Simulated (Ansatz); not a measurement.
BF2H3Si, SMILES `B[SiH](F)F`. Charge 0, multiplicity 1. Geometry: relaxed with PBE0-D4/def2-TZVP.

```xyz
7

B    -0.964   -0.519    0.545
Si    0.610    0.343   -0.365
F     1.396    1.314    0.625
F     1.670   -0.743   -0.851
H    -1.352   -1.597    0.207
H    -1.574    0.059    1.393
H     0.214    1.142   -1.553
```

**Question.** What is the dipole moment at B3LYP/def2-TZVPP? (An estimate is asked.)

**Answer.** The calculation gave: 1.85 D, with components (-1.84, -0.21, -0.05) D in this frame, pointing from negative to positive charge.

**Question.** And with PBE, r2SCAN, ωB97M-V? (An estimate is asked.)

**Answer.** Computed: PBE 1.71 D, r2SCAN 1.77 D, ωB97M-V 1.82 D.

**Question.** Give the Mulliken charges with B3LYP, ωB97M-V, PBE in def2-TZVPP. (An estimate is asked.)

**Answer.** Ansatz gave: 
```
atom  B3LYP  ωB97M-V    PBE
  B1  -0.12    -0.21  -0.10
 Si2   0.72     0.69   0.65
  F3  -0.32    -0.31  -0.27
  F4  -0.32    -0.31  -0.27
  H5   0.07     0.10   0.05
  H6   0.07     0.10   0.05
  H7  -0.11    -0.06  -0.10
```

B3LYP here is the variant with VWN-RPA as its local correlation; programs differ in this.
